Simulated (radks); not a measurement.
Results of a calculation; reference values are marked as such.
Problem. Pt8+, 70 electrons, occupied as [Xe] 4f14 5d2. Level of theory: scalar-relativistic Kohn-Sham, PBEsol, spin-polarised, spherical densities, finite nucleus; open shells are filled with parallel spins first (spin-orbit coupling, left out, can overturn this in heavy ions); Fermi nuclear charge, rms radius 5.427 fm (a radial shooting solver on a logarithmic mesh with Libxc functionals). Some entries of the table are withheld. Estimate them.

orbital  occ.  eigenvalue (eV)  <r^2> (bohr^2)  <1/r> (bohr^-1)
1s down     1        -78497.01       0.0004064            93.88
1s up       1        -78497.00       0.0004064            93.88
2s up       1        -13897.42        0.006206            22.01
2s down     1        -13897.20        0.006206            22.01
2p up       3        -12066.89        0.005203            19.66
2p down     3        -12066.72        0.005203            19.66
3s up       1        -3361.435         0.04007            8.158
3s down     1        -3361.345         0.04007            8.158
3p up       3        -2828.080         0.04107            7.464
3p down     3        -2827.982         0.04107            7.464
3d up       5        -2248.512         0.03401            7.032
3d down     5        -2248.353         0.03401            7.032
4s up       1        -821.1947          0.1944            3.493
4s down     1        -820.9862          0.1944            3.493
4p up       3        -646.1126          0.2219            3.159
4p down     3        -645.9112          0.2218            3.159
4d up       5        -433.2053          0.2529            2.829
4d down     5        -432.9644          0.2527            2.829
5s up       1        -224.7584          0.9624              (1)
5s down     1        -223.1470          0.9560              (2)
4f up       7        -196.3128          0.3165            2.402
4f down     7        -195.9512          0.3144            2.406
5p up       3        -176.3580           1.218              (3)
5p down     3        -174.3850           1.211              (4)
5d up       2        -117.8489           1.808            1.021
5d down     0        -115.5637           1.809            1.023

Solution. 
(1) 5s up <1/r> (bohr^-1): 1.455
(2) 5s down <1/r> (bohr^-1): 1.462
(3) 5p up <1/r> (bohr^-1): 1.269
(4) 5p down <1/r> (bohr^-1): 1.276
